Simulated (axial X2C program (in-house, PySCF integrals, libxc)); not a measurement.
## Working with the constants of SrCl⁻

A bond curve at the CCSD(T) level, two-component, was computed with an axial X2C code built on PySCF integrals (basis Sr dyall-acv3z [14s13p9d6f1g], Cl dyall-av3z [9s8p3d2f] (cores contracted in-house)) for the state Ω = 0 (closed shell). Its fit gives Re = 2.7508 Å, ωe = 230.4 cm⁻¹, ωexe = 1.08 cm⁻¹ and αe = 5.372e-04 cm⁻¹; the masses are 87.9056 and 34.9689 u. Two-component means X2C with spin–orbit coupling and atomic mean-field Coulomb and Gaunt terms.

Correlated methods: 10 electrons correlated (number of frozen shells: Sr 4 s, 3 p, 1 d; Cl 2 s, 1 p), 292 virtual spin orbitals or spinors in MP2, 90 natural virtuals in coupled cluster.

Question: Find the reduced mass, Be and the force constant.

Answer: From the CCSD(T) values: μ = 25.0171 u. Be = 16.8576/(μ Re²) = 0.08905 cm⁻¹. k = 5.8918×10⁻⁷ μ ωe² = 0.782 mdyn/Å.

Question: Give B0, the J = 1←0 line in GHz and the most populated J at 300 K (kT = 208.5 cm⁻¹).

Answer: B0 = Be − αe/2 = 0.08878 cm⁻¹; 2B0 = 5.323 GHz; J(max) ≈ √(kT/2B0) − 1/2 = 33.8, so J = 34.

Question: Where do the fundamental and the first overtone lie?

Answer: ν(1←0) = ωe − 2ωexe = 228.2 cm⁻¹; ν(2←0) = 2ωe − 6ωexe = 454.3 cm⁻¹.

Question: A Morse curve ties αe to the other constants (Pekeris). How well does that hold?

Answer: αe(Morse) = 6Be²/ωe × (√(ωexe/Be) − 1) = 5.127e-04 cm⁻¹; the CCSD(T) curve gives 5.372e-04 cm⁻¹, a ratio of 0.95.

Question: Estimate the centrifugal constant by the Kratzer relation.

Answer: D = 4Be³/ωe² = 5.32e-08 cm⁻¹.

One determinant describes the state; a PBE0 search over occupations chose it and may have missed a lower one. Coupled cluster ran in a truncated set of natural virtual spinors; the MP2 energy of the rest was added. (T) has no such correction and the atoms are truncated less, which lowers De at CCSD(T) by a hundredth of an eV or more. The outer-core s and p shells of the metal are frozen in the correlated rows, which leaves out core–valence correlation; for alkali and alkaline-earth bonds that tends to lengthen them. With the outer-core shells frozen, correlated bond lengths of heavy atoms tend to come out a few hundredths of an ångström too long.
